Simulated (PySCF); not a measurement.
A structure optimised at PBE0-D3(BJ)/def2-SVP (Å):
```
Si
C   1  1.8847
Si  2  1.8818  1  115.69
P   3  2.2703  2  108.82  1   -50.81
Si  4  2.2600  3   95.64  2   -62.63
H   1  1.4955  2  110.31  3  -178.61
H   1  1.4947  2  110.17  3   -58.60
H   1  1.4941  2  110.31  3    61.42
H   2  1.1039  1  108.55  3  -122.93
H   2  1.1040  1  108.70  3   121.53
H   3  1.4971  2  110.44  1  -173.57
H   3  1.4952  2  110.01  1    66.85
H   4  1.4291  3   94.71  2  -157.94
H   5  1.4973  4  113.60  3   -39.58
H   5  1.4943  4  107.49  3    80.33
H   5  1.4929  4  109.04  3  -161.47
```
Z-matrix in Å and degrees, rows numbered from 1.

Neutral, closed shell.

Read off the bonds between heavy atoms and their formal orders.

Si1–C2 (single); C2–Si3 (single); Si3–P4 (single); P4–Si5 (single). Hydrogens: H6, H7, H8 on Si1; H9, H10 on C2; H11, H12 on Si3; H13 on P4; H14, H15, H16 on Si5.

Write the SMILES.

`[SiH3]C[SiH2]P[SiH3]`, CH11PSi3. Among its features: Si–H bond and C–Si bond.

What is the point group of this geometry?

C1 (no symmetry element, even within 0.4 Å).

Classify the heavy atoms.

Si1: SiH3 silicon; C2: sp3 carbon bound to silicon; Si3: SiH2 silicon; P4: three-coordinate phosphorus; Si5: SiH3 silicon.

What is the arrangement about Si1?

It has 4 neighbours (C2, H6, H7, H8) and is tetrahedral (angles from 108.6° to 110.3°).

What is the arrangement about P4?

It has 3 neighbours (Si3, Si5, H13) and is pyramidal (angles 95.6°, 94.8° and 94.7°, sum 285.2°, 0.98 Å off the plane of its three neighbours).

These are computed values.
